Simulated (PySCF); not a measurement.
ClF₃H₂OSi₂, SMILES F[Si](F)(O[SiH2]Cl)F.

The structure is a stationary point at B3LYP-D3(BJ)/def2-SVP. The structure was generated by enumeration, and PubChem lists no compound with its InChIKey, so it may never have been made. The values are those of a single conformer.

Two levels are set side by side: PBE/def2-TZVP (PySCF) and r2SCAN/def2-TZVP (PySCF). Same geometry, gas phase. Differences are taken from unrounded values.

| quantity | r2SCAN |
|---|---|
| orbital gap (eV) | 7.57 |
| highest occupied level (eV) | -8.34 |
| lowest empty level (eV) | -0.77 |
| dipole moment (D) | 2.10 |
| mean polarisability (bohr³) | 57.5 |

Q: What does PBE give, and how far is it from r2SCAN? (The exact figures need the calculation; the answer reports its results.)

A: 
```json
[
 {"quantity": "orbital gap (eV)", "PBE": "6.75", "PBE minus r2SCAN": "-0.81"},
 {"quantity": "highest occupied level (eV)", "PBE": "-7.97", "PBE minus r2SCAN": "0.37"},
 {"quantity": "lowest empty level (eV)", "PBE": "-1.21", "PBE minus r2SCAN": "-0.44"},
 {"quantity": "dipole moment (D)", "PBE": "2.05", "PBE minus r2SCAN": "-0.05"},
 {"quantity": "mean polarisability (bohr³)", "PBE": "59.9", "PBE minus r2SCAN": "2.4"}
]
```

Rough cost on one machine, each run with all the roots and properties that it gave: r2SCAN against PBE about 4 times.
